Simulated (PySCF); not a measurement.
Se(Me)(SeH) (CH₄Se₂), SMILES C[Se][SeH].

Coordinates come from a B3LYP-D3(BJ)/def2-SVP optimisation. Other conformers were not sampled.

Level of theory: PySCF with TDA-PBE/def2-SVPD.

Vertical excitations. Isolated molecule, no solvent.

```csv
state,energy (eV),λ (nm),f,main pairs
S1,3.38,367,0.004,HOMO→LUMO 99 %
S2,3.73,332,0.005,HOMO−1→LUMO 99 %
S3,4.78,259,0.007,HOMO→LUMO+1 97 %
S4,5.15,241,0.002,HOMO→LUMO+2 92 %
S5,5.19,239,0.016,HOMO−1→LUMO+1 93 %
S6,5.44,228,0.017,HOMO−1→LUMO+2 90 %
S7,5.84,212,0.022,HOMO→LUMO+3 96 %
S8,6.23,199,0.016,HOMO−1→LUMO+3 97 %
S9,6.31,196,0.138,"HOMO−2→LUMO 46 %, HOMO−3→LUMO 18 %, HOMO→LUMO+5 11 %, HOMO→LUMO+4 9 %"
S10,6.37,195,0.041,"HOMO→LUMO+4 57 %, HOMO→LUMO+5 42 %"
T1,2.79,445,0,HOMO→LUMO 100 %
T2,3.14,394,0,HOMO−1→LUMO 100 %
T3,4.51,275,0,HOMO→LUMO+1 97 %
T4,4.61,269,0,HOMO→LUMO+2 98 %
```
Triplets are in the Tamm–Dancoff approximation.
